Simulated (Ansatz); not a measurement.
Frontier orbitals of ClFHIOZr, SMILES `[OH][Zr]([F])([Cl])[I]`.

```xyz
6

O     0.4533   -0.6364    1.2590
Zr   -0.0913    0.3009   -0.2783
F     0.8340    1.9455   -0.3498
Cl   -2.3926    0.7104   -0.1700
I     0.4957   -1.1729   -2.4866
H     0.7010   -1.1474    2.0256
```

Total charge 0; spin multiplicity 1. Correlated methods include outer-core shells of I, Zr, which these sets cover unevenly. Zr, I: def2 effective core potential. The geometry is a stationary point of PBE0-D4/def2-TZVP. It is one conformer, not always the lowest. Basis def2-TZVPP, the Gaussian-basis code of Ansatz.

```csv
functional,HOMO (eV),LUMO (eV),gap (eV)
PBE,-6.86,-2.72,4.14
r2SCAN,-7.18,-2.59,4.59
PBE0,-8.00,-1.97,6.03
HSE06 (plane-wave form),-7.61,-2.35,5.26
BHLYP,-8.96,-1.05,7.91
CAM-B3LYP,-9.21,-0.91,8.30
ωB97M-V,-10.07,0.03,10.10
HF,-10.48,1.36,11.84
```

A quarter of exact exchange (PBE0) shifts PBE's HOMO by −1.14 eV and its LUMO by +0.75 eV; full exchange at long range (ωB97M-V) shifts them by −3.21 and +2.76 eV. The gap opens from 4.14 to 10.10 eV, since occupied levels lose self-interaction and empty ones feel all the electrons. A positive LUMO is unbound and depends on the basis.
